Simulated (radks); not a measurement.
Os VI, 71 electrons, occupied as [Xe] 4f14 5d3 (the NIST ground configuration).

Method: scalar-relativistic Kohn-Sham, PBE, spin-polarised, spherical densities, point nucleus; open shells are filled with parallel spins first (spin-orbit coupling, left out, can overturn this in heavy ions); computed with a radial shooting solver on a logarithmic mesh with Libxc functionals.

Energy parts (hartree):
part                       energy
total                 -17248.3469
kinetic                19123.0649
electron-nucleus      -42590.1397
Hartree                 6554.9986
exchange-correlation    -336.2706

Orbitals (lengths in bohr, moments of r in powers of bohr; r(max) is where P^2 peaks; r(90%) holds 90 % of the orbital's charge):
orbital  occ.  eigenvalue (hartree)   r(max)      <r^2>       <r^4>  r(90%)
1s up       1             -2717.388  0.01102  0.0004332   5.117e-07  0.0323
1s down     1             -2717.388  0.01102  0.0004332   5.117e-07  0.0323
2s up       1             -475.1694  0.06338   0.006639  0.00007619   0.116
2s down     1             -475.1609  0.06338   0.006639  0.00007619   0.116
2p up       3             -413.9995  0.05219   0.005532  0.00006063   0.110
2p down     3             -413.9927  0.05219   0.005532  0.00006063   0.110
3s up       1             -112.3435   0.1787    0.04297    0.002781   0.284
3s down     1             -112.3408   0.1787    0.04297    0.002781   0.284
3p up       3             -94.38627   0.1774    0.04388    0.003018   0.291
3p down     3             -94.38317   0.1774    0.04388    0.003018   0.291
3d up       5             -74.34637   0.1444    0.03637    0.002326   0.273
3d down     5             -74.34056   0.1444    0.03637    0.002326   0.273
4s up       1             -25.52343   0.4047     0.2104     0.06409   0.619
4s down     1             -25.51561   0.4048     0.2104     0.06409   0.619
4p up       3             -19.63431   0.4251     0.2399     0.08557   0.667
4p down     3             -19.62704   0.4251     0.2399     0.08550   0.667
4d up       5             -12.32808   0.4345     0.2767      0.1227   0.731
4d down     5             -12.31945   0.4346     0.2764      0.1222   0.731
4f up       7              -4.20884   0.4055     0.3788      0.3098   0.906
4f down     7              -4.19349   0.4054     0.3740      0.2990   0.899
5s up       1              -5.65127   0.9123      1.113       1.785    1.42
5s down     1              -5.58084   0.9085      1.101       1.748    1.41
5p up       3              -4.12517    1.025      1.460       3.138    1.64
5p down     3              -4.03606    1.019      1.445       3.088    1.63
5d up       3              -2.33313    1.273      2.473       9.512    2.18
5d down     0              -2.22908    1.265      2.490       9.727    2.19

The highest occupied level is 5d up at -63.488 eV. For comparison, the ionisation energy in NIST's Atomic Spectra Database is 70 eV (theoretical). In exact Kohn-Sham theory the highest level is minus the ionisation energy, but local and semilocal functionals leave it too shallow, through self-interaction and a potential that decays too fast; potentials with the right tail come closer. The density falls to 0.001 e/bohr^3 at r = 2.98 bohr.
